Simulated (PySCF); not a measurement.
All of these have the formula C4H9NSi. Method used: TDDFT CAM-B3LYP/def2-SVPD, vertical, gas phase, core orbitals frozen in the response (PySCF). Geometries: GFN2-xTB; one conformer of each isolated species. Triplets are in the Tamm–Dancoff approximation.

A. `C#C[C@@H](C)N[SiH3]`
B. `[SiH3]/N=C/C1CC1`
C. `C=C([SiH3])/C=N\C`

Lowest singlet levels (six at most, fewer where fewer were computed) with oscillator strengths:

1. 282 nm (f 0.000); 196 nm (f 0.016); 179 nm (f 0.684); 169 nm (f 0.035); 166 nm (f 0.006); 165 nm (f 0.087); T1 3.84 eV
2. 269 nm (f 0.004); 215 nm (f 0.001); 193 nm (f 0.144); 184 nm (f 0.010); 182 nm (f 0.019); 173 nm (f 0.213); T1 3.90 eV
3. 201 nm (f 0.009); 188 nm (f 0.000); 182 nm (f 0.001); 181 nm (f 0.012); 172 nm (f 0.011); 168 nm (f 0.006); T1 5.46 eV

Question: Which spectrum belongs to which structure?

Answer: 1 = B, 2 = C, 3 = A.
- A: S1 at 6.16 eV, HOMO→LUMO (86%); Löwdin shares by element: HOMO nitrogen 54%, carbon 16% or more, silicon 10% (atoms not listed hold the other 21%); LUMO silicon 26%, carbon 19% or more, hydrogen 8% or more (atoms not listed hold the other 47%); HOMO -8.37 and LUMO 1.06 eV.
- B: S1 at 4.39 eV, HOMO→LUMO (96%); Löwdin shares by element: HOMO nitrogen 57%, carbon 13% or more, silicon 10%, hydrogen 6% or more; LUMO carbon 34% or more, nitrogen 29%, hydrogen 6% or more, silicon 6% (atoms not listed hold the other 25%); HOMO -8.23 and LUMO 0.66 eV; point group Cs, 1 of its 6 listed states under f = 0.0005.
- C: S1 at 4.61 eV, HOMO→LUMO (74%), HOMO→LUMO+1 (11%); Löwdin shares by element: HOMO nitrogen 53%, carbon 31% or more (atoms not listed hold the other 16%); LUMO carbon 61% or more, nitrogen 13% (atoms not listed hold the other 26%); HOMO -8.34 and LUMO 0.20 eV.
